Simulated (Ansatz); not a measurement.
## Active spaces for TiN, doublet

Computed with Ansatz's Gaussian-basis code (development build). Basis cc-pV(T+d)Z, nonrelativistic, 10 orbitals frozen in the corrections. State-specific CASSCF; RHF is the lowest restricted (open-shell) Hartree–Fock solution met. Letters tell apart solutions met in one space. No symmetry is imposed, so a solution can break that of the shape. Lower solutions, or ones in other orbitals, may exist.

Geometry: bond length 1.8104 Å.

CASSCF less RHF, in eV, and natural occupations:

| CAS | CASSCF | occupations |
| --- | --- | --- |
| (7,9) a | -6.442 | 1.88, 1.84, 1.84, 1.00, 0.16, 0.16, 0.12, 0.01, 0.01 |
| (7,9) b | -5.228 | 1.89, 1.89, 1.89, 1.00, 0.11, 0.11, 0.11, 0.00, 0.00 |

What totals less RHF do the corrections give on each solution?



```
    CAS  SC-NEVPT2
(7,9) a    -10.666
(7,9) b     -9.993
```

In CAS(7,9), is the solution lowest in CASSCF also lowest after SC-NEVPT2?

Yes: (7,9) a stays lowest, 0.67 eV under the next.
